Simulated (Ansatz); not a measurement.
Program: Ansatz. Geometries: PBE0-D4/def2-TZVP. ΔE: electronic, gas phase. CCSD(T)/CBS adds triple-zeta CCSD(T) − MP2 to the extrapolated MP2 energy (def2 sets, frozen cores). This one scheme is used for every species. DFT in def2-TZVPP. B3LYP here is the variant with VWN-RPA as its local correlation; programs differ in this. One conformer a species, not always the lowest.

`BBCC` + `N=C[SiH2]O` → `BB[SiH](O)C=N` + `CC`  (formal exchange of groups at a B–C bond)

`BBCC`:

Cartesian coordinates in Å:
```
B -0.122 1.168 1.597
B 0.863 0.649 0.394
C 0.556 -0.356 -0.764
C -0.834 -0.974 -0.834
H -0.796 2.156 1.492
H -0.176 0.617 2.663
H 1.982 1.111 0.409
H 1.330 -1.138 -0.712
H 0.801 0.165 -1.702
H -1.603 -0.203 -0.939
H -0.940 -1.659 -1.679
H -1.061 -1.537 0.075
```

`N=C[SiH2]O`:

```xyz
9

N     1.324    0.342   -0.790
C     0.333   -0.455   -0.778
Si   -0.895   -0.142    0.629
O    -0.267    1.131    1.442
H     1.975    0.158   -1.554
H     0.214   -1.251   -1.526
H    -1.004   -1.353    1.484
H    -2.239    0.160    0.070
H     0.559    1.412    1.023
```

`BB[SiH](O)C=N`:

Z-matrix (Å, degrees):
```
Si
B 1 2.013
C 1 1.898 2 111.7
O 1 1.643 2 115.4 3 -118.1
H 1 1.496 2 106.2 3 117.5
B 2 1.610 1 119.0 3 128.2
H 2 1.200 1 114.9 3 -52.8
N 3 1.271 1 114.5 2 -123.6
H 3 1.099 1 123.1 2 56.5
H 4 0.969 1 109.8 2 125.0
H 6 1.200 2 122.5 1 86.7
H 6 1.201 2 121.2 1 -89.4
H 8 1.021 3 113.1 1 -179.5
```

`CC`:

Cartesian coordinates in Å:
```
C 0.009 -0.159 -0.742
C -0.009 0.159 0.742
H 1.001 -0.479 -1.070
H -0.692 -0.960 -0.987
H -0.268 0.713 -1.340
H -1.001 0.479 1.070
H 0.692 0.960 0.987
H 0.268 -0.713 1.340
```

Q: Is it downhill or uphill in electronic energy at CCSD(T)/CBS, and by how much? (Best estimate.)

A: Ansatz gave: Nearly level: ΔE = -0.3 kcal/mol.

Q: What do these levels give: ωB97M-V, PBE, B3LYP, SCS-MP2/def2-TZVPP, HF/def2-QZVPP, HF/CBS(def2)? (An estimate is asked.)

A: Ansatz gave: ωB97M-V 0.2, PBE -3.3, B3LYP -1.1, SCS-MP2/def2-TZVPP 1.1, HF/def2-QZVPP 2.0, HF/CBS(def2) 2.0 kcal/mol.

Largest T1 diagnostic among the species: 0.014.

From PBE to PBE0 (25 % exact exchange), in def2-TZVPP and without D4, ΔE moves by +1.4 kcal/mol. In def2-TZVPP, CCSD(T) changes the Hartree–Fock value by −2.1 kcal/mol (the triples alone add −0.4 kcal/mol) and MP2 by −1.0 kcal/mol.
